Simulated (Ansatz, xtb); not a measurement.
# A geometry optimisation of BBrGeH2Si with r2SCAN-D4/def2-SVP

The starting geometry of this gas-phase singlet was built from a drawn formula by distance geometry and a force field; its bonds are those of `Br[Si]1=[B][GeH2]1`.

```xyz
6

B    -1.8702   -1.5334    0.0746
Br   -2.5257    1.3910   -2.0869
Ge   -1.2577   -0.5953    1.6536
Si   -1.9824   -0.1431   -0.5322
H    -2.2502    0.0444    2.6570
H     0.2025   -0.0286    1.8128
```

**Question.** Where would you expect an optimisation with r2SCAN-D4/def2-SVP to take it?

**Answer.** A bond breaks, leaving `[GeH2]=[B][Si]Br`. Distances that change by over a tenth: B1–Si4 (1.52 → 1.89 Å). Contacts that open: Ge3–Si4 (2.35 → 3.67 Å).

The energy falls by 1.98 eV over 30 steps:

```
step  E − E(last) (eV)
   1             1.978
   4             0.271
   7             0.161
  11             0.080
  14             0.064
  17             0.045
  20             0.010
  24             0.001
  27             0.000
  30             0.000
```

Final geometry (Å):

```xyz
6

B    -1.8095   -0.0510    0.2572
Br   -3.3003    0.6954   -2.7395
Ge   -1.2203   -0.4601    2.0194
Si   -1.4284    0.2366   -1.5762
H    -2.1618   -0.5601    3.2171
H     0.2364   -0.7260    2.4010
```

From the same start GFN2-xTB reaches the same bonding as this run.

The end wasn't checked by frequencies. Run with Ansatz 0.2.0, 55 s on 2 threads of Intel(R) Xeon(R) Platinum 8375C CPU @ 2.90GHz (Ice Lake), on a shared host.
